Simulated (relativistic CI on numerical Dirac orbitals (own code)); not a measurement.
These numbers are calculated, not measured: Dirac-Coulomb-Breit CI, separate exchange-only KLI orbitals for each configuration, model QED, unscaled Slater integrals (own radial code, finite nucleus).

The strongest absorption lines from the ground level of an ion, among the configurations computed and to levels below about 1170 eV (vacuum wavelength in Å, gf): 11.813 (0.44), 12.255 (0.93), 12.292 (1.2), 12.328 (1.9), 12.339 (3.8), 12.377 (0.64), 12.459 (0.62), 12.591 (1.3).

(1) Which ion is it?
A. Co XXII
B. Ga XXIV
C. Co XX
D. Co XVIII

## Answers

(1) C. Co XX has 8 electrons and the ground level 2s²2p⁴ ³P2; the strongest line goes to 2s²2p³3d ³D°3. The pattern of lines fixes the number of electrons, and along that sequence the line energies rise steadily with the charge (about as its square where n changes within one kind of shell, about linearly where n is kept but much faster in heavy ions where fine structure, which grows about as Z⁴, sets the gap, and irregularly where shells cross), which fixes Z. Configurations outside the model, such as inner-shell arrays, can give stronger lines. At this charge energies of transitions that change n are usually good to better than 1 %, and those within a shell (Δn = 0) to a few per cent.

LS names give the leading component of a level, which can be under half, so a name can repeat, a term be missing and a line seem to break the LS rules.
